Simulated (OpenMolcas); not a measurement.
## Cu2+: effect of the metal basis

Cu2+ with its 6 nearest oxide ions at 2.213 Å, on the Ca site of CaO (a = 4.8105 Å, distance in the model lattice 2.405 Å). The rest of the host is ab initio model potentials to 7.6 Å and point charges beyond; the distance is set by hand and nothing relaxes.

```json
{
 "Program": "OpenMolcas",
 "Method": "CASSCF",
 "Spin-orbit coupling": "RASSI with atomic mean-field integrals over the reference wave functions"
}
```

Fixed: ligand basis ANO-RCC-VDZP, active space 9 electrons in 5 orbitals (3d), DKH2 Hamiltonian.

States (labels of O, the rotations of Oh). Energies in cm-1 above the lowest state or level, χT in cm3 K/mol; 10Dq is the gap between the two states.

```tsv
Run	Metal basis	Ground state	First state of that spin	10Dq	First gap with spin-orbit (degeneracies)	χT at 300 K	Cost
A	ANO-RCC-VDZP	2E	2T2 5321	5321	4676 (4, 2)	0.640	roughly 7 core-seconds
B	ANO-RCC-VTZP	2E	2T2 5132	5132	4500 (4, 2)	0.648	roughly 8 core-seconds
```

Against A, |10Dq| changes by -3.6 % in B.

Costs are those of the RASSCF and RASSI steps.

An orbital doublet at a regular site is open to a Jahn-Teller distortion, which this geometry leaves out. Ligand-to-metal charge-transfer states are missing. With metal d orbitals alone and no dynamic correlation 10Dq can be off by a tenth to a fifth, either way, in oxide and fluoride hosts. No measured value stands beside these numbers; the geometry was set by hand and not optimised.
